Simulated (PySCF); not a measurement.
# Partial charges of `[SiH3]N([SiH3])B1NCCN1`

Compound: C₂H₁₂BN₃Si₂.
Z-matrix (Å and degrees, PBE0-D3(BJ)/def2-SVP geometry), rows numbered from 1:
```
Si
N   1  1.7491
Si  2  1.7493  1  124.41
B   2  1.4523  1  117.73  3  -178.55
N   4  1.4291  2  126.01  1   -17.38
C   5  1.4509  4  109.09  2  -171.69
C   6  1.5355  5  103.60  4   -21.49
N   4  1.4304  2  126.20  1   162.44
H   1  1.4977  2  110.84  3  -128.09
H   1  1.4948  2  112.17  3   111.68
H   1  1.4924  2  108.78  3    -8.80
H   3  1.4944  2  112.13  1   114.37
H   3  1.4979  2  110.82  1  -125.40
H   3  1.4924  2  108.79  1    -6.23
H   5  1.0105  4  125.12  2   -24.08
H   6  1.1030  5  113.08  4  -142.26
H   6  1.1078  5  111.48  4    96.87
H   7  1.1080  6  109.94  5   -93.17
H   7  1.1030  6  111.46  5   148.15
H   8  1.0109  4  124.61  2   -24.66
```

Density: PBE0/pcSseg-1 (PySCF); schemes: Mulliken, IAO, Hirshfeld and ESP-fitted. Isolated species at its PBE0-D3(BJ)/def2-SVP geometry (one conformer only).

Q: Atoms with like bonding are taken together and averaged. Which atoms carry the highest charge in the Mulliken, IAO, Hirshfeld and ESP-fitted schemes?

A: The schemes don't all agree: Mulliken B4 (+0.756); IAO Si1/Si3 (+0.734); Hirshfeld Si1/Si3 (+0.346); ESP-fitted B4 (+0.507).

Q: Which atoms carry the lowest charge in the Mulliken, IAO, Hirshfeld and ESP-fitted schemes?

A: The schemes don't all agree: Mulliken N2 (-0.975); IAO N2 (-0.817); Hirshfeld N2 (-0.312); ESP-fitted N5/N8 (-0.621).

Q: At which atom do the 4 schemes differ most?

A: At N2: from -0.975 (Mulliken) to -0.312 e (Hirshfeld), 0.663 e apart.

Q: What partial charge does each atom carry?

A: In e; atoms taken as equivalent share a row and are averaged (×n: the atom named and its like, n in all):

```tsv
atom	environment	Mulliken	IAO	Hirshfeld	ESP-fitted
Si1/Si3	SiH3 silicon	+0.593	+0.734	+0.346	+0.431
N2	nitrogen bridging silicon atoms	-0.975	-0.817	-0.312	-0.451
B4	three-coordinate boron	+0.756	+0.310	+0.181	+0.507
N5/N8	boron-bound nitrogen	-0.570	-0.458	-0.208	-0.621
C6/C7	sp3 carbon bound to nitrogen	-0.044	-0.136	-0.019	+0.036
H9 (×6)	Si–H hydrogen	-0.099	-0.132	-0.080	-0.105
H15/H20	N–H hydrogen	+0.195	+0.260	+0.115	+0.331
H16/H17/H18/H19	methylene hydrogen	+0.116	+0.125	+0.036	+0.055
```

Mean size of the charges over all atoms: IAO 0.280 e, Mulliken 0.280 e, ESP-fitted 0.232 e, Hirshfeld 0.125 e. Each set sums to the total charge, 0, to within 0.001 e. The Hirshfeld scheme weights the molecular density at each point by an atom's share of the summed free-atom densities.

Some averages cover members that differ in this geometry: H9 (×6), ESP-fitted -0.120 to -0.086; H9 (×6), Mulliken -0.115 to -0.083 e.

Q: How closely do the schemes follow one another over all atoms?

A: Correlation coefficient and root-mean-square difference: IAO with Hirshfeld 0.99, 0.202 e; Mulliken with IAO 0.95, 0.127 e; Mulliken with Hirshfeld 0.94, 0.245 e; Mulliken with ESP-fitted 0.93, 0.152 e; Hirshfeld with ESP-fitted 0.92, 0.171 e; IAO with ESP-fitted 0.90, 0.159 e.

Q: How many electrons does the IAO scheme count on N8?

A: Its own charge is -0.459 e, so Z − q = 7.459.
